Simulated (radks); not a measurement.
Spherical quantum dot in the effective-mass picture: electrons in a parabolic well V = omega^2 r^2 / 2 with omega = 0.669, all in effective atomic units (hartree* = m*/eps^2 hartree, bohr* = eps/m* bohr), one dielectric constant everywhere. Method: non-relativistic Kohn-Sham, r2SCAN, spin-polarised, spherical densities, generalised Kohn-Sham scheme; computed with a radial shooting solver with Libxc functionals. Levels are named by radial order and angular momentum (1s, 1p, 1d, 2s, ...), and open shells are averaged over m.

N = 13, configuration 1s2 1p6 1d(up 5, down 0). This is the lowest configuration that the search found. Occupied levels:

| level | occupation | eigenvalue (hartree*) | <r> (bohr*) |
|---|---|---|---|
| 1s up | 1 | 5.8099 | 2.054 |
| 1s down | 1 | 5.8511 | 1.913 |
| 1p up | 3 | 6.1304 | 2.482 |
| 1p down | 3 | 6.2275 | 2.421 |
| 1d up | 5 | 6.5215 | 2.795 |

Energy (hartree*): total 52.7677, kinetic 7.1734, external 20.074, Hartree 30.213, exchange-correlation -4.6921.
